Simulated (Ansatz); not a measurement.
## C3H9In (trimethylindium (TMIn)): the vertical ionisation energy from total energies

C3H9In has 13 atoms, charge 0, and is taken as a singlet. SMILES: `[CH3][In]([CH3])[CH3]`. Geometry: relaxed at PBE0-D4/def2-TZVP.

Both states at this one shape; open shells run unrestricted unless said. 1 Eh = 27.2114 eV.

```tsv
level	program	singlet C3H9In (Eh)	doublet C3H9In+ (Eh)	HOMO of the first (eV)
PBE/def2-SVP (core potential)	Ansatz	-309.568787	-309.250257	-5.76
PBE0/def2-SVP (core potential)	Ansatz	-309.601079	-309.274023	-6.95
```

Q: Work out the vertical ionisation energy at each level.

A: 
1. PBE/def2-SVP (core potential): -309.250257 − (-309.568787) = 0.318530 Eh = 8.67 eV; −ε(HOMO) = 5.76 eV.
2. PBE0/def2-SVP (core potential): -309.274023 − (-309.601079) = 0.327056 Eh = 8.90 eV; −ε(HOMO) = 6.95 eV.

No measured value is set beside it here; the levels span 8.67 to 8.90 eV. In semi-local functionals −ε(HOMO) lies far under the ionisation energy, a result of self-interaction. Spin-orbit coupling, which splits open shells on such heavy atoms by tenths of an eV, is left out.
